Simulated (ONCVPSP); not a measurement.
# N (Z = 7): variants of one ONCV potential

Base potential:

```json
{
 "Element": "N (Z = 7)",
 "Generator": "ONCVPSP 4.0.1",
 "Type": "optimised norm-conserving Vanderbilt (ONCV)",
 "Functional": "PBE",
 "Relativity": "scalar-relativistic",
 "Frozen core": "[He]",
 "Valence charge": "5",
 "Reference configuration": "2s1.5 2p3.5",
 "Partial waves": "2s: rc 1.15 bohr, ncon 4, nbas 7, qcut 6.1 1/bohr, local; 2p: rc 1.90 bohr, ncon 4, nbas 9, qcut 8.3 1/bohr, 2 projectors, debl 0.8 Ha",
 "Local potential": "the s channel",
 "Core correction": "Teter function fitted to the true core (icmod 2), fcfact 0.7"
}
```

All-electron outer shells of the reference configuration (PBE, scalar-relativistic, ld1.x):

```
shell  level (eV)  outermost node (bohr)  outermost maximum (bohr)
   1s     -385.14                      –                      0.15
   2s      -18.81                   0.32                      1.02
   2p       -7.30                      –                      0.97
```

Cutoffs, loose and tight: the cutoffs (Ha) at which the residual kinetic energy of the hardest occupied pseudo-wave falls to 1 and 0.1 mHa per electron. They do not see the model core or the augmentation charge, which bear on the density cutoff. Test errors are all-electron minus pseudo excitation energies from the reference, over the configurations 2s2 2p3; 2s2 2p2; 2s2 2p1; 2s0 2p5. A dash means not determined; rows that change the core or the reference have their own tests.

| change | outcome | cutoff, loose | cutoff, tight | bound ghosts | GHOST(+) flags above zero | largest test error (meV) |
| --- | --- | --- | --- | --- | --- | --- |
| base | generated | 34 Ha | 84 Ha | none | none | +427 |
| core correction Teter function fitted to the true core (icmod 2), fcfact 1.02 | generated | 34 Ha | 84 Ha | none | none | +424 |
| s: qcut 7; p: qcut 9.5 | generated | 23 Ha | 73 Ha | none | none | +329 |
| p: nbas 7 | generated | 34 Ha | 84 Ha | none | none | +427 |

**Question.** What comes out with this change to the base: all radii but the core radius scaled by about 1.16 (s 1.34, p 2.20 bohr)?

**Answer.** outcome: generated; cutoff, loose: 18 Ha; cutoff, tight: 53 Ha; bound ghosts: none; GHOST(+) flags above zero: none; largest test error (meV): +637.

**Question.** What comes out with this change to the base: s: rc 1.14?

**Answer.** outcome: generated; cutoff, loose: 35 Ha; cutoff, tight: 86 Ha; bound ghosts: none; GHOST(+) flags above zero: none; largest test error (meV): +427.

**Question.** What comes out with this change to the base: p: qcut 11.2?

**Answer.** outcome: generated; cutoff, loose: 34 Ha; cutoff, tight: 84 Ha; bound ghosts: none; GHOST(+) flags above zero: none; largest test error (meV): +346.
